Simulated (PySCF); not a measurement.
silicon monosulfide anion (SSi), SMILES [Si]=S (connectivity only; charge and spin as stated), charge -1, multiplicity 2. Atoms are numbered in the order given.

```xyz
2

Si     0.0000     0.0000    -1.0825
S      0.0000     0.0000     0.9472
```
Charge -1, spin multiplicity 2.

Geometry optimised at PBE0-D3(BJ)/def2-TZVPD. The multiplicity is an assumed one; other spin states were not compared.

Method: PBE0/def2-TZVPD in PySCF.

Mulliken values depend strongly on the basis, most of all with diffuse functions as here. ESP charges are fitted to the potential on shells at 1.4 to 2.0 van der Waals radii. Atomic charges (e):

```json
[
 {"atom": "Si1", "Mulliken": "-0.37", "ESP fit": "-0.51", "meta-Löwdin": "-0.34", "Mulliken spin": "0.84"},
 {"atom": "S2", "Mulliken": "-0.63", "ESP fit": "-0.49", "meta-Löwdin": "-0.66", "Mulliken spin": "0.16"}
]
```
